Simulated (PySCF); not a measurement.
## Fe⁺: excitation energy

Fe⁺ [Ar] 3d6 4s1 (6D) → Fe⁺ [Ar] 3d5 4s2 (6S), as a difference of total energies. Computed with PySCF 2.14 in aug-cc-pVDZ (7s6p4d2f, 59 functions), with no relativity, point nucleus. Correlated levels: valence: [Ar] frozen. The calculations carry no spin-orbit coupling.

```csv
method,excitation energy (cm⁻¹)
UHF,21093
LDA,32538
PBE,34105
PBE0,31816
r2SCAN,33306
B97-3,27797
M06-2X,21569
M06-L,24801
TPSSh,34497
MP2 (valence),24869
SCS-MP2 (valence),23756
```

These non-relativistic numbers lack the scalar-relativistic shift.

Errors of the correlated levels include the incompleteness of this basis and the frozen core.

For comparison: 22901 cm⁻¹ (measured; NIST levels, between the centres of gravity of the two terms).
